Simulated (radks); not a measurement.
Values are calculated unless marked as measured or tabulated.
Q: Sc12+, 9 electrons, occupied as [He] 2s2 2p5. Level of theory: non-relativistic Kohn-Sham, BLYP, spin-polarised, spherical densities, point nucleus; open shells are filled with parallel spins first (a radial shooting solver on a logarithmic mesh with Libxc functionals). Some entries of the table are withheld. Estimate them.

orbital,occ.,eigenvalue (hartree),<1/r> (bohr^-1),<r> (bohr)
1s up,1,(1),20.55,0.07351
1s down,1,(2),20.56,0.07346
2s up,1,-29.47714,(3),0.3345
2s down,1,-29.27544,(4),0.3353
2p up,3,(5),4.345,0.2943
2p down,2,(6),4.333,0.2953

A: 
(1) 1s up eigenvalue (hartree): -174.6559
(2) 1s down eigenvalue (hartree): -174.5412
(3) 2s up <1/r> (bohr^-1): 4.404
(4) 2s down <1/r> (bohr^-1): 4.390
(5) 2p up eigenvalue (hartree): -26.76415
(6) 2p down eigenvalue (hartree): -26.52865
